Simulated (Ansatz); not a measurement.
Basis-set extrapolation for `O=C([O-])c1ccccc1` (PBE0-D4/def2-TZVPD geometry, frozen core, Ansatz 0.2.0). Multiplicity 1, RHF reference.

```
                     def2-TZVPPD  def2-QZVPPD
                 HF  -417.924191  -417.940692
    MP2 correlation    -1.574238    -1.676665
CCSD(T) correlation    -1.667469      not run
```

Energies in hartree. Use E(X) = E(∞) + A·exp(−7.88·√X) for Hartree–Fock and E(X) = E(∞) + B·X^(−2.97) for correlation, with X = 3 and 4, and add CCSD(T) minus MP2 of the smaller set to the MP2 limit.

Question: What is the CCSD(T) energy at the basis-set limit?

Answer: HF limit: -417.940692 + (-0.016501) × 0.13774 = -417.94296. MP2 limit: -1.676665 + (-0.102427) × 0.74074 = -1.75254. Higher-order term: -1.667469 − (-1.574238) = -0.09323. Total: -419.78873 hartree, 517.4 kJ/mol below CCSD(T)/def2-TZVPPD.
